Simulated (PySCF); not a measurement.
Correlation energy of Ru⁺ (ruthenium, charge +1)

[Kr] 4d6 5s1, high-spin 6D determinant (an excited configuration). Calculation: PySCF 2.14, in x2c-TZVPPall (8s6p6d2f1g, 79 functions); the spin-free X2C one-electron Hamiltonian (Gaussian nucleus). Frozen: [Kr]; 7 electrons correlated.

| level | correlation energy (mhartree) |
| --- | --- |
| CCSD | -135.95 |
| (T) | -3.36 |
| CCSD(T) | -139.31 |

Diagnostics: T1 = 0.0069, D1 = 0.0238, largest double amplitude 0.030.

Cost of the coupled-cluster step: about 6 core-seconds, for 7 correlated electrons.
